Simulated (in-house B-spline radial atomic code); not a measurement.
Radial electron density of the zirconium ion Zr⁵⁺, [Ar] 3d10 4s2 4p4 5f1. Method: non-relativistic LC-wPBE, spin-polarised, spherical fractional occupations, point nucleus. Calculated with a B-spline radial code for spherical atoms.

Caution: exact exchange at fractional occupations of open shells leaves self-interaction of up to several eV.

Columns: r (bohr), 4πr²n(r) (electrons per bohr), bar.

```
 0.00188    1.702 #
 0.00234    2.542 ##
 0.00292    3.779 ###
 0.00365    5.569 ####
 0.00455    8.053 ######
 0.00567    11.44 ########
 0.00707     15.9 ############
 0.00882    21.53 ################
   0.011    28.16 ####################
  0.0137    35.28 ##########################
  0.0171    42.09 ###############################
  0.0213     47.2 ##################################
  0.0266    49.42 ####################################
  0.0332    48.17 ###################################
  0.0414    44.65 ################################
  0.0516    41.87 ##############################
  0.0643    43.32 ###############################
  0.0802    50.08 ####################################
     0.1    58.23 ##########################################
   0.125    60.57 ############################################
   0.156    53.24 #######################################
   0.194    42.03 ###############################
   0.242    37.12 ###########################
   0.302    41.54 ##############################
   0.376    45.33 #################################
   0.469    38.49 ############################
   0.585    23.97 #################
    0.73    12.52 #########
    0.91    8.431 ######
    1.13    7.344 #####
    1.41    5.086 ####
    1.76    2.233 ##
     2.2    0.554 
    2.74  0.07338 
    3.42   0.1188 
    4.27   0.2689 
    5.32   0.2573 
    6.64   0.1075 
    8.27  0.01892 
    10.3 0.001272 
    12.9 2.609e-05 
      16 9.323e-08
```

On this grid the curve has 4 maxima, near 0.0266, 0.125, 0.376, 4.27 bohr.

The 4p up radial function P(r) = rR(r), positive near the nucleus:

```
r (bohr)         P
 0.00234  0.001519
 0.00365    0.0036
 0.00567  0.008342
 0.00882   0.01895
  0.0137   0.04144
  0.0213   0.08591
  0.0332    0.1637
  0.0516    0.2693
  0.0802    0.3451
   0.125    0.2493
   0.194   -0.1221
   0.302   -0.5182
   0.469   -0.3215
    0.73    0.5206
    1.13     1.031
    1.76    0.6196
    2.74    0.1178
    4.27  0.004661
```
